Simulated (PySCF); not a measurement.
**Computed data sheet: `C(/C#C)(=C/F)CC`**

Compound: C6H7F.
Cartesian coordinates in Å at the GFN2-xTB level; atoms count from 1:
```
atom  x, y, z in Å
C1     1.745    1.796    0.929
C2     1.236    0.791    0.515
C3     0.614   -0.388    0.041
C4     1.264   -1.264   -0.723
F5     2.547   -1.102   -1.089
C6    -0.829   -0.590    0.412
C7    -1.721    0.394   -0.346
H8     2.199    2.671    1.288
H9     0.840   -2.177   -1.114
H10   -1.125   -1.614    0.180
H11   -0.947   -0.428    1.486
H12   -1.623    0.245   -1.419
H13   -2.763    0.249   -0.070
H14   -1.437    1.418   -0.113
```

Structural features include: alkyne, C=C double bond and C–F bond.

**GFN2-xTB geometry**

| Property | Result |
| --- | --- |
| Point group of the GFN2-xTB geometry | C1 |
| Rotational constants A, B, C of the GFN2-xTB geometry | 3.272, 2.104, 1.400 GHz |

PBE0/def2-SVPD ground state and vertical TDDFT (core frozen in the response) (PySCF):

| Quantity | Value |
| --- | --- |
| Dipole moment | 1.83 D |
| HOMO energy | -6.97 eV |
| LUMO energy | -0.78 eV |
| HOMO–LUMO gap | 6.19 eV |
| Lowest singlet excitation | 5.61 eV (221 nm, f = 0.000) |
| Strongest line among the 6 lowest singlet transitions | S2 at 5.72 eV (217 nm, f = 0.260) |
| Lowest triplet excitation (Tamm–Dancoff) | 3.45 eV |
| Static isotropic polarisability | 72.9 au |
| Electronic spatial extent ⟨r²⟩ about the centre of nuclear charge | 851 bohr² |

PBE0/pcSseg-1 ground state and GIAO shieldings, non-relativistic (PySCF):

| Item | Value |
| --- | --- |
| Lowest Hirshfeld atomic charge | -0.12 e on C7 |
| Highest Hirshfeld atomic charge | +0.09 e on H8 |
| 13C chemical shifts (computed TMS as zero) by class | 165.6 (C4), 114.1 (C3), 95.5 (C1), 81.6 (C2), 29.0 (C6), 18.1 (C7) ppm |
| 1H chemical shifts (computed TMS as zero) by class | 7.13 (H9), 3.02 (H8), 2.00 (H10/H11), 1.20 (H12/H13/H14) ppm |
| Isotropic shieldings of nuclei other than C and H, by class | 283 (F5) ppm |
| Mayer bond orders between heavy atoms | C1–C2 2.39, C2–C3 1.02, C3–C4 1.80, C4–F5 0.99, C3–C6 1.06, C6–C7 1.04 |

Monoisotopic mass (most abundant isotopes): 98.0532 u.

In wavenumbers S1 is 45200 cm⁻¹ (1 eV = 8065.54 cm⁻¹). The vertical singlet–triplet gap S1 − T1 is 2.16 eV (TDDFT singlet less Tamm–Dancoff triplet; S1: HOMO−1→LUMO, weight 0.96; T1: HOMO→LUMO, weight 0.96). No computed singlet falls in the visible range (750 to 380 nm, 1.65 to 3.26 eV); S1 lies 2.35 eV above its blue end. The rotational constants make it an asymmetric top with κ = (2B − A − C)/(A − C) = -0.25, nearer the prolate limit (−1). S1 lies 0.58 eV below the HOMO–LUMO gap; its leading configuration is HOMO−1→LUMO, weight 0.96. With B = h/(8π²I), that is 505.379 GHz u Å² over I, the principal moments of inertia are 154.4, 240.1 and 361.0 u Å² (most abundant isotopes). The polarisability is 10.80 Å³ as a volume (1 au = 0.148185 Å³), or 1.40 au for each of the 52 electrons.

Isolated species at its GFN2-xTB geometry (one conformer only). NMR classes are plain means over equivalent atoms (diastereotopic ones count apart unless rotation or inversion swaps them), as if these changed places fast; in this geometry the members of some classes differ.
